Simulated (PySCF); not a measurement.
Broadened absorption spectrum of C6H12FP

C6H12FP.
SMILES with atom numbers: `[CH3:1][C@@H:2]1[CH2:3][PH:4][CH2:5][CH2:6][C@H:7]1[F:8]` (hydrogens: H9, H10, H11 on C1; H12 on C2; H13, H14 on C3; H15 on P4; H16, H17 on C5; H18, H19 on C6; H20 on C7)

Level of theory: TDDFT wB97X-D/def2-SVPD, vertical, gas phase, core orbitals frozen in the response (PySCF). Geometry: PBE0-D3(BJ)/def2-SVP, one conformer, isolated molecule.

Each state is given a Gaussian of 0.4 eV full width at half maximum, with ε(max) = 2.175×10⁸ f / Δν̃ (Δν̃ the width in cm⁻¹). The width is an assumption, not a result. The curve ends short of the highest state used, and states not computed would add to its high-energy end.

λ (nm), ε (L mol⁻¹ cm⁻¹) and a bar:
```
    150.4       4551 #############
    152.7       2837 ########
    155.1       1392 ####
    157.4       1457 ####
    159.8       3827 ###########
    162.1       7637 ######################
    164.5      10213 ##############################
    166.8       9118 ###########################
    169.1       5720 #################
    171.5       2525 #######
    173.8       1054 ###
    176.2       1100 ###
    178.5       2444 #######
    180.9       4859 ##############
    183.2       7174 #####################
    185.6       8212 ########################
    187.9       7339 ######################
    190.3       5165 ###############
    192.6       2997 #########
    194.9       1439 ####
    197.3        556 ##
    199.6        189 #
    202.0         52 
    204.3         13
```

(1) Locate the maxima and give the states behind the curve.

(2) On this curve, what absorbance would a 10⁻³ mol/L sample give at 193 nm over a 1 cm path?

(3) Coming from long wavelengths, where does ε first pass 100 L mol⁻¹ cm⁻¹?

Results:

(1) 186 nm (6.68 eV), ε about 8200, made up of S1 (51%) and S2 (49%); 165 nm (7.52 eV), ε about 10000, made up of S3 (92%) (ε in L mol⁻¹ cm⁻¹; maxima over ε = 5, shares over 10%). At its high-energy end, 8.24 eV, the curve is still rising (ε about 4500, from S5, S6 and S7). The states used: S1 6.67 eV (f 0.062); S2 6.69 eV (f 0.060); S3 7.51 eV (f 0.141); S4 7.57 eV (f 0.012); S5 8.20 eV (f 0.018); S6 8.25 eV (f 0.026); S7 8.46 eV (f 0.051); S8 8.66 eV (f 0.020); S9 8.74 eV (f 0.047); S10 8.84 eV (f 0.016).

(2) 193 nm is 6.424 eV, where ε is about 2700 L mol⁻¹ cm⁻¹, so A = ε c l ≈ 2.7 (Beer–Lambert, with the gas-phase spectrum and the assumed width).

(3) At about 201 nm (6.17 eV), 0.49 eV below S1.

All these states lie below the vertical ionisation energy of 8.98 eV (ΔSCF).

Without π bonds the low states may be Rydberg-like; a valence basis with one diffuse set may place them up to an eV too high.
